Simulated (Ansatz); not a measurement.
Name a neutral molecule of C, F, S, Si and H with LUMO energy (B3LYP/def2-TZVPP) between -0.45 and -0.15 eV and HOMO energy (B3LYP/def2-TZVPP) between -7.05 and -6.75 eV (Ansatz, PBE0-D4/def2-TZVP geometry).

`C[Si]1(F)CS1` (-0.16 eV, -6.84 eV); `C[Si@H]1S[C@H]1F` (-0.34 eV, -7.04 eV). Other molecules can fit too; these were computed, each in one conformer that needn't be the lowest.

B3LYP here is the variant with VWN-RPA as its local correlation; programs differ in this.
